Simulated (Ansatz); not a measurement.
Molecule: sum formula H₆Si₂O (charge 0, singlet). 
Coordinates optimised at B3LYP-D3(BJ)/def2-TZVP (Ansatz, an electronic-structure program):
```xyz
9

Si     1.5118     0.1910     0.4197
O      0.0885    -0.0525    -0.3506
Si    -1.5428    -0.1727    -0.2969
H      1.5185     1.5233     1.0684
H      1.7159    -0.8506     1.4536
H      2.5993     0.1196    -0.5787
H     -2.0337    -0.4553    -1.6621
H     -2.1310     1.0969     0.1908
H     -1.9430    -1.2713     0.6133
```

Basis-set convergence of Hartree-Fock and CCSD correlation energies (hartree) with Ansatz. Valence correlation only, unless marked. No spin-orbit coupling. No relativistic terms.

```csv
basis,functions,E(HF),"E(corr, CCSD)"
cc-pV(D+d)Z,90,-656.30908,-0.43608
cc-pV(T+d)Z,192,-656.37360,-0.53379
cc-pV(Q+d)Z,363,-656.38864,-0.56640
```

Extrapolating the two largest sets (X = 3 and 4) as X^-3: E(corr) = (64·(-0.56640) - 27·(-0.53379))/37 = -0.5902 Eh, an estimate of the basis-set limit. The largest set recovers 96.0 % of it, the smallest 73.9 %.
